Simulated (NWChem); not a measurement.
# A calculation on AgF

SMILES: [F][Ag]
```xyz
2

Ag     0.0000     0.0000    -0.3172
F      0.0000     0.0000     1.6566
```
Charge 0, spin multiplicity 1.

Program: NWChem. Structure: optimised with PBE0/def2-SVP with def2 effective core potentials on Ag, a minimum by its harmonic frequencies.

Static limit.

Effective core potentials replace the inner electrons of Ag; spin-orbit coupling is left out. B3LYP has NWChem's definition, with VWN1-RPA local correlation. The structure started from a generated list of species.

Give the polarisability tensor in bohr³ at B3LYP/def2-SVPD with def2 effective core potentials on Ag, VWN1-RPA local correlation, in the frame of the coordinates, and its isotropic mean.


```
21.43   0.00   0.00
 0.00  21.43   0.00
 0.00   0.00  28.88
```
Mean (one third of the trace): 23.91 bohr³.
